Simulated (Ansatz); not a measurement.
**Worked example: SiH3(CH3) + Cd(CH3)Cl → SiH3Cl + Cd(CH3)2**

Species: SiH3(CH3) (methylsilane), singlet; Cd(CH3)Cl, singlet; SiH3Cl (chlorosilane) `[SiH3]Cl`, singlet; Cd(CH3)2, singlet. The partners trade CH3 for Cl: Si–CH3 and Cd–Cl bonds give way to Si–Cl and Cd–CH3.

Shapes, held fixed at every level: PBE0-D4/def2-TZVP. Programs: Ansatz 0.2.0. Electronic energies: no zero-point or thermal term.

At CCSD(T)/def2-TZVPP; 1 Eh = 2625.50 kJ/mol:

| species | energy (Eh) |
| --- | --- |
| SiH3(CH3) | -330.690236 |
| Cd(CH3)Cl | -667.173143 |
| SiH3Cl | -750.619512 |
| Cd(CH3)2 | -247.221031 |

**Question.** Work out ΔE of the reaction at this level.

**Answer.** 
1. Products less reactants: (-750.619512) + (-247.221031) − [(-330.690236) + (-667.173143)] = 0.022836 Eh = +60.0 kJ/mol.

Other levels give +66.4 (wB97M-V/def2-TZVPP) to +75.1 kJ/mol (BHLYP-D4/def2-TZVPP). No measured value is set beside it here. For atoms past krypton def2 sets carry core potentials with scalar relativity. Correlated rows may include outer-core shells of Cd, which these sets cover unevenly.
